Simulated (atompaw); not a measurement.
# Varying the PAW (atompaw) potential for niobium (Nb)

Base potential:

Nb, PAW, made with atompaw 4.2.0.5 (PBE, scalar-relativistic). Core [Ar] 3d10 4s2, reference 4p6 4d4 5s1 5p0. Waves: 5s (bound): rc 2.60 bohr; 5s channel at 1.55 Ry: rc 2.75 bohr; 4p (bound): rc 1.70 bohr; 5p (bound, empty): rc 2.75 bohr; 4d (bound): rc 2.75 bohr; 4d channel at 0.1 Ry: rc 2.15 bohr; 4f channel at 0.05 Ry: rc 2.75 bohr. Local part: bessel scheme, radius 2.60 bohr. Core correction: smooth core density matched at 1.40 bohr. Augmentation charge: gaussian compensation charge, radius 2.55 bohr; PAW radius 2.75 bohr; waves and projectors: custom rrkj gramschmidtortho.

Cutoffs, loose and tight: the cutoffs (Ry, on a coarse ladder) from which the occupation-weighted sum of valence levels, in a spherical-Bessel basis at the reference potential, stays within 10 and 1 mRy of its value at 400 Ry. They see the waves, projectors and local potential, not the compensation charge or the core. A dash means not determined.

A true bound ghost makes a file unfit for plane-wave use even where its test errors are small: the radial tests pick states by their node count and pass the ghost by.

| change | outcome | cutoff, loose | cutoff, tight | bound ghosts |
| --- | --- | --- | --- | --- |
| base | generated | 30 Ry | 50 Ry | s |
| wave 4p (bound): rc 1.70 bohr becomes 4p (bound): rc 1.50 bohr | generated | 35 Ry | 60 Ry | s |
| wave 4p (bound): rc 1.70 bohr becomes 4p (bound): rc 1.66 bohr | generated | 30 Ry | 50 Ry | s |
| wave 4p (bound): rc 1.70 bohr becomes 4p (bound): rc 2.08 bohr | generated | 18 Ry | 35 Ry | s |
| wave 4p (bound): rc 1.70 bohr becomes 4p (bound): rc 2.50 bohr | generated | 15 Ry | 25 Ry | s |
| wave 4p (bound): rc 1.70 bohr becomes 4p (bound): rc 2.62 bohr | generated | 12 Ry | 21 Ry | s |

(1) What comes out with this change to the base: wave 4p (bound): rc 1.70 bohr becomes 4p (bound): rc 1.90 bohr?

(2) What comes out with this change to the base: wave 4p (bound): rc 1.70 bohr becomes 4p (bound): rc 2.26 bohr?

Results:

(1) outcome: generated; cutoff, loose: 25 Ry; cutoff, tight: 40 Ry; bound ghosts: s.

(2) outcome: generated; cutoff, loose: 15 Ry; cutoff, tight: 30 Ry; bound ghosts: s.
